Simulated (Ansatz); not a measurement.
Molecule: sum formula GeH₃Br, net charge 0, singlet state. SMILES: [GeH3][Br]
Geometry: optimised at B3LYP-D3(BJ)/def2-TZVP (Ansatz, a first-principles code).

Parts of the frozen-core correlation energy in STO-3G (Ansatz, hartree). Frozen orbitals: 28; correlated occupied orbitals by spin: 7 and 7; virtual: 4 and 4. No spin-orbit coupling. No relativistic terms.

```json
[
 {"term": "reference (HF)", "value": "-4598.21618"},
 {"term": "MP2 opposite-spin", "value": "(withheld)"},
 {"term": "MP2 same-spin", "value": "(withheld)"},
 {"term": "CCSD correlation", "value": "(withheld)"},
 {"term": "(T)", "value": "-0.00052"},
 {"term": "T1 diagnostic", "value": "0.005"},
 {"term": "largest doubles amplitude", "value": "0.089"}
]
```

Q: Fill in the missing entries.

A: 
- MP2 opposite-spin, value: -0.04023
- MP2 same-spin, value: -0.00114
- CCSD correlation, value: -0.06133
